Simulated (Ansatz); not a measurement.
Ansatz (a first-principles code) input:

Ansatz 0.2 input:
```yaml
crystal:
  periodic: [false, false, false]
  atoms:
    - {symbol: C, position_ang: [-2.15192498, -0.22447272, 0.92479460]}
    - {symbol: N, position_ang: [-0.86651357, -0.51710102, 0.32601888]}
    - {symbol: B, position_ang: [0.14985604, 0.41043792, -0.02150074]}
    - {symbol: C, position_ang: [-0.02892552, 1.96608512, 0.22639651]}
    - {symbol: N, position_ang: [1.35388658, -0.06733155, -0.60449813]}
    - {symbol: C, position_ang: [1.67071299, -1.45084200, -0.89458052]}
    - {symbol: H, position_ang: [-2.98389666, -0.53930130, 0.28573091]}
    - {symbol: H, position_ang: [-2.24857365, 0.84765458, 1.08392408]}
    - {symbol: H, position_ang: [-2.27323327, -0.71437283, 1.89689464]}
    - {symbol: H, position_ang: [-0.71756802, -1.49816224, 0.15371731]}
    - {symbol: H, position_ang: [0.84427541, 2.53733357, -0.09668834]}
    - {symbol: H, position_ang: [-0.89299742, 2.36692395, -0.31158315]}
    - {symbol: H, position_ang: [-0.18903207, 2.19350248, 1.28439526]}
    - {symbol: H, position_ang: [2.06941666, 0.59292561, -0.84836459]}
    - {symbol: H, position_ang: [1.67021716, -2.06904301, 0.01062634]}
    - {symbol: H, position_ang: [2.66201829, -1.52933411, -1.34036148]}
    - {symbol: H, position_ang: [0.95930733, -1.89391077, -1.60109610]}
basis:
  gaussian:
    orbitals: aug-cc-pVDZ
total_charge: 1
magnetization: {spin_polarized: true, initial_magnetization: 1}
correlation: {method: ccsd_t, electrons: outside_noble_gas}
```

Q: What final total energy does it print?

A: -254.40053 Eh (CCSD(T)/aug-cc-pVDZ). The basis has 237 functions.

This state (charge 1, doublet) is run at the relaxed geometry of the species with charge 0 and multiplicity 1.

The determinant is spin-contaminated: <S^2> is 0.89 against 0.75 for a pure state.
